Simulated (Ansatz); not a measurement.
Job for Ansatz (an electronic-structure program): U-CCSD(T)/def2-SVPD on MgO, a point of a bond scan (R = 3.044 Å).

Ansatz 0.2 input:
```yaml
crystal:
  periodic: [false, false, false]
  atoms:
    - {symbol: Mg, position_ang: [-0.00000000, -0.00000000, -0.69577288]}
    - {symbol: O, position_ang: [0.00000000, 0.00000000, 2.34823347]}
basis:
  gaussian:
    orbitals: def2-SVPD
correlation: {method: ccsd_t, electrons: outside_noble_gas}
scf: {omitted_lower_state_checks: [cluster_reference]}
magnetization: {spin_polarized: true, initial_magnetization: 0}
```

Program output:

```
Functional definition: HF
[...]
these checks for a lower state are left out or cut short: cluster_reference
integrals: 0.02 GiB planned
376 factors; integrals over basis functions are off by at most 5.1e-4 eV
mean field: 0.08 GiB planned
mean field evaluation 1: about -7441.5997 eV, gradient 4.6e1 eV
mean field evaluation 2: about -7441.6010 eV, gradient 4.6e1 eV
mean field evaluation 4: about -7441.3865 eV, gradient 4.6e1 eV
mean field evaluation 8: about -7459.7686 eV, gradient 1.2e0 eV
mean field evaluation 16: about -7459.7854 eV, gradient 9.8e-7 eV
mean field evaluation 32: about -7461.8909 eV, gradient 1.6e-3 eV
mean field evaluation 64: about -7461.2263 eV, gradient 4.8e0 eV
mean field evaluation 96: about -7453.6749 eV, gradient 1.3e1 eV
mean field evaluation 128: about -7461.9861 eV, gradient 5.5e-4 eV
mean field evaluation 160: about -7457.1499 eV, gradient 2.0e1 eV
mean field evaluation 192: about -7459.7461 eV, gradient 6.4e0 eV
mean field evaluation 224: about -7461.7903 eV, gradient 1.1e-6 eV
mean field evaluation 256: about -7461.2916 eV, gradient 3.5e-1 eV
mean field evaluation 288: about -7461.2760 eV, gradient 5.1e-3 eV
mean field evaluation 320: about -7461.5953 eV, gradient 3.2e-1 eV
mean field evaluation 352: about -7461.9513 eV, gradient 2.2e0 eV
mean field evaluation 384: about -7461.7870 eV, gradient 1.8e0 eV
mean field evaluation 416: about -7458.2195 eV, gradient 5.5e0 eV
mean field evaluation 448: about -7460.8759 eV, gradient 2.8e0 eV
mean field evaluation 480: about -7461.9854 eV, gradient 1.4e-1 eV
mean field evaluation 512: about -7459.3502 eV, gradient 4.4e-4 eV
mean field evaluation 544: about -7461.9835 eV, gradient 7.3e-2 eV
mean field -7461.98605894 eV, -274.2229297504 hartree, gradient 1.3e-6 eV, S^2 1.180688; 31 other end points of the search recorded, 0 dependent functions left out
6 core orbitals not correlated
reference -7461.98605894 eV, -274.2229297504 hartree; 4, 4 occupied and 34, 34 virtual orbitals, 376 factors
second order -3.62033478 eV of doubles, -0.00000000 eV of singles
coupled cluster: 0.08 GiB planned
cycle   1  -4.12198260 eV  change   -5.0e-1 eV  update   1.0e-1
cycle   2  -4.49641083 eV  change   -3.7e-1 eV  update   6.0e-2
cycle   3  -4.63258253 eV  change   -1.4e-1 eV  update   4.8e-2
cycle   4  -4.70895335 eV  change   -7.6e-2 eV  update   3.6e-2
cycle   5  -4.83471802 eV  change   -1.3e-1 eV  update   2.8e-2
cycle   6  -4.88362744 eV  change   -4.9e-2 eV  update   1.6e-2
cycle   7  -4.93436337 eV  change   -5.1e-2 eV  update   8.7e-3
cycle   8  -4.94094144 eV  change   -6.6e-3 eV  update   2.7e-3
cycle   9  -4.94208164 eV  change   -1.1e-3 eV  update   1.4e-3
cycle  10  -4.94411431 eV  change   -2.0e-3 eV  update   1.0e-3
cycle  11  -4.94485971 eV  change   -7.5e-4 eV  update   7.6e-4
cycle  12  -4.94511217 eV  change   -2.5e-4 eV  update   5.4e-4
cycle  13  -4.94498385 eV  change    1.3e-4 eV  update   3.7e-4
cycle  14  -4.94462299 eV  change    3.6e-4 eV  update   2.6e-4
cycle  15  -4.94423863 eV  change    3.8e-4 eV  update   1.9e-4
cycle  16  -4.94386511 eV  change    3.7e-4 eV  update   1.2e-4
cycle  17  -4.94367481 eV  change    1.9e-4 eV  update   6.6e-5
cycle  18  -4.94362945 eV  change    4.5e-5 eV  update   4.5e-5
cycle  19  -4.94362262 eV  change    6.8e-6 eV  update   3.5e-5
cycle  20  -4.94365253 eV  change   -3.0e-5 eV  update   2.5e-5
cycle  21  -4.94364610 eV  change    6.4e-6 eV  update   1.6e-5
cycle  22  -4.94362222 eV  change    2.4e-5 eV  update   8.8e-6
cycle  23  -4.94360970 eV  change    1.3e-5 eV  update   4.8e-6
cycle  24  -4.94360127 eV  change    8.4e-6 eV  update   3.2e-6
cycle  25  -4.94359743 eV  change    3.8e-6 eV  update   2.3e-6
coupled cluster: 0.08 GiB planned
perturbative correction -0.23414775 eV, -0.0086047710 hartree
WARN: the results are in doubt because among natural orbitals full CI differs from the method by +0.654 eV
Total energy: -7467.16380412 eV, -274.4132083759 hartree
In doubt: among natural orbitals full CI differs from the method by +0.654 eV
Checks for a lower state left out: cluster_reference
```

The run converged. Its determinant has ⟨S²⟩ = 1.18, a mixture of spin states.

Warnings raised: large difference.

Cost: around 8 core-seconds (rough).
